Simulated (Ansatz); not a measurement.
Calculated with Ansatz (gas phase, PBE0-D4/def2-TZVP geometries, no zero-point term in ΔE). CCSD(T)/CBS is the MP2 limit (def2-TZVPP, def2-QZVPP) plus CCSD(T) − MP2 in def2-TZVPP, frozen cores. Functionals use def2-TZVPP. For Ge outer-core shells are correlated without core-valence functions, which leaves a few kJ/mol of doubt a bond. Scalar relativity is left out up to krypton. Each species was taken in one conformer, which may not be the lowest.

`BN[SiH2]F` + `O[SiH](F)[O][GeH3]` → `B[O][GeH3]` + `O[SiH](F)N[SiH2]F`  (redistribution)

```tsv
species	PBE-QIDH energy (Eh)
`BN[SiH2]F`	-471.72421
`O[SiH](F)[O][GeH3]`	-2619.03290
`B[O][GeH3]`	-2179.43814
`O[SiH](F)N[SiH2]F`	-911.30023
```

(1) Work out ΔE.

Largest T1 diagnostic among the species: 0.013.

Results:

(1) ΔE = (-2179.43814) + (-911.30023) − (-471.72421) − (-2619.03290) = 0.01874 Eh = +49.2 kJ/mol. CCSD(T)/CBS gives +49.1 kJ/mol.

From BLYP to BHLYP (50 % exact exchange), in def2-TZVPP and without D4, ΔE moves by +5.8 kJ/mol. In def2-TZVPP, CCSD(T) changes the Hartree–Fock value by −6.6 kJ/mol (the triples alone add −1.3 kJ/mol) and MP2 by −6.1 kJ/mol. At CCSD(T), def2-SVP lies −3.3 kJ/mol from the extrapolated value and def2-TZVPP −0.5 kJ/mol.
